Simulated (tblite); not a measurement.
Compound: C4H6N2O2S.
Z-matrix (Å and degrees, GFN2-xTB geometry), rows numbered from 1:
```
C 
S   1  1.8067
O   2  1.4377  1  109.60
O   2  1.4391  1  109.99  3   130.21
C   2  1.7835  1  102.97  3  -115.14
C   5  1.3668  2  128.82  1  -163.05
N   6  1.3637  5  105.51  2  -179.00
C   7  1.3551  6  106.92  5     0.08
N   8  1.3029  7  111.67  6    -0.05
H   1  1.0818  2  106.96  3    72.01
H   1  1.0826  2  108.08  3   -47.96
H   1  1.0814  2  107.83  3  -168.23
H   6  1.0688  5  130.91  2     1.24
H   7  1.0077  6  125.96  5   179.98
H   8  1.0713  7  123.52  6   179.91
```

All values are computed: GFN2-xTB (tblite) harmonic vibrations without scaling, gas phase. Against measured fundamentals such values can be off by several per cent, at times by over 20. One conformer, not necessarily the lowest.

Harmonic wavenumbers (cm⁻¹): 31.7, 77.5, 109.5, 128.2, 259.7, 277.8, 329.4, 367.0, 455.8, 520.2, 592.6, 642.9, 669.4, 715.2, 774.5, 803.1, 852.3, 866.3, 898.9, 936.0, 1054.4, 1102.6, 1119.8, 1137.5, 1251.3, 1257.4, 1263.9, 1332.3, 1368.7, 1414.4, 1419.9, 1462.9, 1510.5, 3068.4, 3090.3, 3096.5, 3175.3, 3203.4, 3456.0.

A = 3099, B = 1050, C = 930.5 MHz; mass 146.015 u (most abundant isotopes); point group C1, symmetry number 1.

Problem. Zero-point energy?

Solution. ½Σν̃ = 23047 cm⁻¹ = 65.89 kcal/mol.

Problem. What is S at 298.15 K and 1 bar for an ideal gas of classical rigid rotors and harmonic oscillators?

Solution. Translation 40.87, rotation 29.05, vibration 25.83: S = 95.8 cal/(mol K).

Problem. And Cp and H(298.15 K) − H(0)?

Solution. Cp = 34.25 cal/(mol K), of which vibrations give 26.31 (their classical limit is 39 R = 77.5); H(298.15 K) − H(0) = 6.31 kcal/mol without the zero-point energy, 3.94 from vibrations.

Problem. What must be added to the electronic energy to get the Gibbs energy at 298.15 K and 1 bar?

Solution. ZPE + [H(298.15 K) − H(0)] − T·S = 65.89 + 6.31 − 28.55 = 43.65 kcal/mol.

Problem. Blend soft modes into free rotors: weight 1/[1 + (100 cm⁻¹/ν̃)⁴] for the oscillator and the rest for a rotor with moment μB/(μ + B), μ = h/(8π²ν), B = 10⁻⁴⁴ kg m². What vibrational entropy results?

Solution. 23.21 cal/(mol K) in place of 25.83, which changes −T·S at 298.15 K by +0.78 kcal/mol.

Problem. How do the functions run with temperature in this model?

Solution. 
```tsv
T (K)	S (cal/(mol K))	Cp (cal/(mol K))	H − H(0) (kcal/mol)	G − H(0) (kcal/mol)	ln q(vib)
150	77.3	21.1	2.22	-9.38	3.02
250	90.1	29.9	4.76	-17.77	5.28
400	107.0	42.7	10.24	-32.57	8.62
600	126.8	54.8	20.08	-56.01	12.99
900	151.2	65.2	38.24	-97.86	19.11
```

q(vib) and H(0) count from the zero-point level.

Hindered rotation and anharmonicity are outside this model. Other conformers, if any are populated, would add a mixing term that is left out. The structure is chiral; the term R ln 2 for an equal mix with its mirror image is left out.
